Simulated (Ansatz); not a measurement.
F$_{3}$HMoO$_{2}$, SMILES `[O]=[Mo]([OH])([F])([F])[F]`, one more setting.

```yaml
crystal:
  periodic: [false, false, false]
  atoms:
    - {symbol: O, position_ang: [-1.375220, -0.627631, 0.834929]}
    - {symbol: Mo, position_ang: [-0.273725, 0.170453, -0.086471]}
    - {symbol: O, position_ang: [1.386294, -0.601528, 0.156958]}
    - {symbol: F, position_ang: [-0.420930, -0.733976, -1.692914]}
    - {symbol: F, position_ang: [-1.066010, 1.543685, -1.033877]}
    - {symbol: F, position_ang: [0.232812, 1.536670, 1.052158]}
    - {symbol: H, position_ang: [-1.375220, -0.627631, 1.134929]}
basis:
  gaussian: {orbitals: STO-3G, fitting: {mean_field: cc-pVTZ-jkfit}, nuclear_model: gaussian}
total_charge: 1
magnetization: {spin_polarized: true, initial_magnetization: 1}
hamiltonian: {xc: {name: rPW86-PBE}}
scf: {lower_state_search: off}
output: {forces: true}
```

```sh
$ ansatz run in.yaml --threads 4 --pin off --events-out ev --progress --plain --max-ram 10444MiB
```

It prints (some lines left out):

```
Functional definition: rPW86-PBE
Error: <dir> the basis set cc-pVTZ-JKFIT has no functions for Mo
```
